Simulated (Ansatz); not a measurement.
Start from `[Cl][In]([Cl])[Br]` and change one element to get `ClB(Cl)Br`.

Ansatz, PBE0-D4/def2-TZVP geometries, multiplicity 1. 

Elements past krypton have def2 core potentials. Scalar relativity is left out up to krypton.

```tsv
property	`[Cl][In]([Cl])[Br]`
LUMO energy (B3LYP/def2-TZVPP) / eV	-3.22
HOMO energy (PBE0/def2-TZVPP) / eV	-8.98
ideal-gas entropy at 298 K and 1 bar (rigid rotor, harmonic PBE0-D4/def2-TZVP) / J/(mol·K)	361
HOMO–LUMO gap (ωB97M-V/def2-TZVPP) / eV	10.22
HOMO–LUMO gap (B3LYP/def2-TZVPP) / eV	5.47
HOMO–LUMO gap (PBE/def2-TZVPP) / eV	3.90
```

What does the change do to each property? (Best estimate.)

Ansatz gave: 
| property | `ClB(Cl)Br` | shift |
| --- | --- | --- |
| LUMO energy (B3LYP/def2-TZVPP) / eV | -1.98 | 1.24 |
| HOMO energy (PBE0/def2-TZVPP) / eV | -8.66 | 0.32 |
| ideal-gas entropy at 298 K and 1 bar (rigid rotor, harmonic PBE0-D4/def2-TZVP) / J/(mol·K) | 310 | -51 |
| HOMO–LUMO gap (ωB97M-V/def2-TZVPP) / eV | 11.15 | 0.93 |
| HOMO–LUMO gap (B3LYP/def2-TZVPP) / eV | 6.38 | 0.91 |
| HOMO–LUMO gap (PBE/def2-TZVPP) / eV | 4.59 | 0.69 |

With PBE0 the HOMO rises by 0.32 eV and the LUMO rises by 1.09 eV, so the gap widens by about 0.77 eV. PBE moves the HOMO by 0.36 eV and ωB97M-V by 0.32 eV.

B3LYP here is the variant with VWN-RPA as its local correlation; programs differ in this.

Spin–orbit coupling is left out; it splits and shifts lone-pair levels of the heavy atoms by tenths of an eV.
